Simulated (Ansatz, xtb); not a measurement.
**GaH8NO2Si2: which of two structures lies lower**

Structure X is a singlet given by its coordinates and structure Y is `[NH2][Ga]([O][SiH3])[O][SiH3]`, a singlet. Both are isolated molecules in the gas phase, relaxed with PBE0-D4/def2-SVP; the shapes shown needn't be the lowest conformers.

X (Å):

```xyz
14

Ga   -0.5084    2.6414    0.3071
N     0.8358    1.3812    0.7064
O    -2.0831    1.1315    0.3394
O    -0.6344   -0.5710    1.9535
Si   -1.6389   -0.4980    0.6591
Si    0.8019    0.3381    2.0630
H    -2.8845    1.4458    0.7752
H    -2.9080   -1.1994    0.9809
H    -1.0274   -0.9799   -0.6020
H     0.6982    1.0565    3.3626
H     1.9569   -0.6057    2.0636
H     1.4816    1.1502   -0.0423
H    -0.5111    3.1507   -1.1741
H    -1.0796    3.4275    1.5440
```

Close contacts (Å): Ga1–N2 1.89, Ga1–O3 2.18, N2–Si6 1.71, O3–Si5 1.72, O4–Si5 1.64, O4–Si6 1.70, Ga1–H13 1.57, Ga1–H14 1.57, N2–H12 1.02, O3–H7 0.96, Si5–H8 1.49, Si5–H9 1.48, Si6–H10 1.49, Si6–H11 1.49.

Y (Å):

```xyz
14

Ga   -0.3184   -0.8766    0.8842
N    -0.7714   -2.0948    2.1096
O     0.3224   -1.3743   -0.6939
O    -0.5090    0.8560    1.2166
Si    0.8697   -0.7134   -2.1068
Si   -0.2864    2.3210    0.4839
H    -0.6604   -3.0894    1.9692
H    -1.1220   -1.8540    3.0264
H    -0.2684   -0.3475   -3.0061
H     1.6781    0.5223   -1.8504
H     1.7334   -1.7105   -2.8060
H    -1.1336    3.3404    1.1710
H     1.1442    2.7510    0.5640
H    -0.6783    2.2698   -0.9618
```

Q: Which of the two would you expect CCSD(T)/def2-SVP + ΔMP2/def2-TZVPP electronic energies to favour?

A: Structure X; the calculation gives E(Y) − E(X) = +0.872 eV.

How the difference moves with the method:

| level | geometry | E(Y) − E(X) (eV) | departure from the last row (eV) | job, with rough time for the two |
| --- | --- | --- | --- | --- |
| PBE0-D4/def2-SVP | PBE0-D4/def2-SVP | +0.917 | +0.045 | optimisation, 3.3 min |
| HF/def2-SVP | PBE0-D4/def2-SVP | +0.563 | −0.309 | part of the CCSD(T) run |
| MP2/def2-SVP | PBE0-D4/def2-SVP | +0.690 | −0.182 | part of the CCSD(T) run |
| CCSD(T)/def2-SVP | PBE0-D4/def2-SVP | +0.686 | −0.186 | single point |
| CCSD(T)/def2-SVP + ΔMP2/def2-TZVPP | PBE0-D4/def2-SVP | +0.872 |  | single point, 2.8 min |

None of the levels shown reverses the order. The largest departure from CCSD(T)/def2-SVP + ΔMP2/def2-TZVPP is that of HF/def2-SVP, 0.309 eV. Levels run at GFN2-xTB geometries aren't shown. The last row adds to CCSD(T) the change of the MP2 difference between the two basis sets, here +0.186 eV, a large step that makes the value less sure.

With thermal terms from frequencies at re-optimised GFN2-xTB minima (ideal gas, soft modes damped towards free rotors, one conformer each, 298.15 K, 1 atm): on the last row, ΔE + ΔZPE = +0.863, ΔH = +0.901, ΔG = +0.776 eV.

The correlated steps freeze 22 core orbitals; the filled d shell of Ga is correlated, in a basis made for valence electrons. Run with Ansatz 0.2.0, xtb 6.7.1; the last row on 2 threads of Arm Neoverse V1 on a shared host.
